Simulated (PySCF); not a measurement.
Stepwise substitution at one centre (Al CH3-SH). Isolated molecules, 0 K electronic values unless said otherwise. One relaxed conformer stands for each flexible species; it need not be the lowest. Strings in code marks are SMILES.

Level of theory: PBE-D3(BJ)/def2-TZVP // CAM-B3LYP-D3(BJ)/def2-TZVP in PySCF. Excitations are Tamm–Dancoff values on a coarser integration grid. The basis has no diffuse functions, so Rydberg states are missing or too high.

```tsv
species	T1 excitation (TDA) (eV)	HOMO–LUMO gap (eV)	S1 oscillator strength	S1–T1 gap (TDA) (eV)
0 of 3 CH3 replaced by SH	4.93	5.14	[?]	0.28
1 of 3 CH3 replaced by SH (`[CH3][Al]([CH3])[SH]` (C–Al–S–H torsion 179°))	[?]	5.06	[?]	0.82
2 of 3 CH3 replaced by SH (`[CH3][Al]([SH])[SH]` (S–Al–S–H torsion -1°, S–Al–S–H torsion 0°))	4.78	5.04	[?]	0.66
3 of 3 CH3 replaced by SH (`[SH][Al]([SH])[SH]`)	4.93	5.09	0.000	0.21
```

Q: What belongs in the gaps?

A: 
- 0 of 3 CH3 replaced by SH, S1 oscillator strength: 0.000
- 1 of 3 CH3 replaced by SH (`[CH3][Al]([CH3])[SH]` (C–Al–S–H torsion 179°)), T1 excitation (TDA) (eV): 4.72
- 1 of 3 CH3 replaced by SH (`[CH3][Al]([CH3])[SH]` (C–Al–S–H torsion 179°)), S1 oscillator strength: 0.001
- 2 of 3 CH3 replaced by SH (`[CH3][Al]([SH])[SH]` (S–Al–S–H torsion -1°, S–Al–S–H torsion 0°)), S1 oscillator strength: 0.005
